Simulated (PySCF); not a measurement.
**Electron correlation in O²⁺ (oxygen, charge +2)**

[He] 2s1 2p2 3d1, one real determinant (an excited configuration). All numbers are calculated (PySCF 2.14, scalar relativity by spin-free X2C-1e, in x2c-QZVPPall with one added diffuse shell each of s, p, d, f type (8s5p4d3f1g, 73 functions)). Frozen: 1s2; 4 electrons correlated.

```
  level  correlation energy (mhartree)
   CCSD                         -29.26
    (T)                          -2.18
CCSD(T)                         -31.44
```

Diagnostics: T1 = 0.011, D1 = 0.0300, largest double amplitude 0.244.

The real determinant used has ⟨L²⟩ near 8 against 12 for a pure F term, so it mixes terms. The outer electron is Rydberg-like, and this basis confines it to a smaller radius and binds it less than a complete one would. A double-excitation amplitude exceeds 0.15, a sign of near-degeneracy.

Cost of the coupled-cluster step: of the order of 14 core-seconds, for 4 correlated electrons.

The reference is one real determinant that mixes LS terms of this configuration.
